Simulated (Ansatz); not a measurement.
The cluster Na₁₁⁺. Charge 1, multiplicity 1. Geometry PBE/def2-SVP.

```xyz
11

Na   -1.4659   -2.3332    0.2520
Na   -2.1001    0.5659    2.3318
Na    1.5755   -1.3769   -1.0697
Na    1.0483    1.7170   -2.7444
Na   -1.2851   -1.6435   -3.3318
Na    0.6938    2.0481    0.7349
Na    1.1422   -1.1083    2.3567
Na    2.8132    2.1872    3.6797
Na    3.9765    0.6150    0.8931
Na   -1.9938    0.9668   -1.1434
Na   -4.4047   -1.6382   -1.9590
```

The restricted singlet is unstable towards broken spin symmetry in Hartree–Fock (as tested in another run); at PBE/def2-TZVP, revPBE/def2-TZVP, r2SCAN/def2-TZVP, PBE0/def2-TZVP and others this wasn't settled. The structure comes from a short search, and lower isomers may exist.

Question: Estimate the orbital energies around the gap (eV) in Ansatz with PBE/def2-TZVP, revPBE/def2-TZVP, r2SCAN/def2-TZVP, PBE0/def2-TZVP, r2SCAN0/def2-TZVP.

Answer: 
```csv
orbital,PBE/def2-TZVP,revPBE/def2-TZVP,r2SCAN/def2-TZVP,PBE0/def2-TZVP,r2SCAN0/def2-TZVP
HOMO−9,-30.36,-30.29,-31.35,-33.72,-34.46
HOMO−8,-30.35,-30.28,-31.35,-33.70,-34.44
HOMO−7,-30.35,-30.27,-31.35,-33.68,-34.43
HOMO−6,-30.35,-30.27,-31.33,-33.68,-34.43
HOMO−5,-30.33,-30.26,-31.32,-33.67,-34.42
HOMO−4,-7.29,-7.21,-7.34,-8.04,-8.07
HOMO−3,-6.48,-6.40,-6.46,-7.02,-7.01
HOMO−2,-5.96,-5.88,-5.91,-6.35,-6.32
HOMO−1,-5.63,-5.55,-5.54,-5.98,-5.93
HOMO,-5.51,-5.43,-5.43,-5.86,-5.81
LUMO,-4.87,-4.79,-4.74,-4.44,-4.39
LUMO+1,-4.48,-4.40,-4.33,-4.02,-3.97
LUMO+2,-4.35,-4.28,-4.19,-3.88,-3.82
LUMO+3,-4.31,-4.23,-4.12,-3.84,-3.76
LUMO+4,-4.25,-4.16,-4.04,-3.77,-3.68
LUMO+5,-3.82,-3.76,-3.71,-3.36,-3.33
```
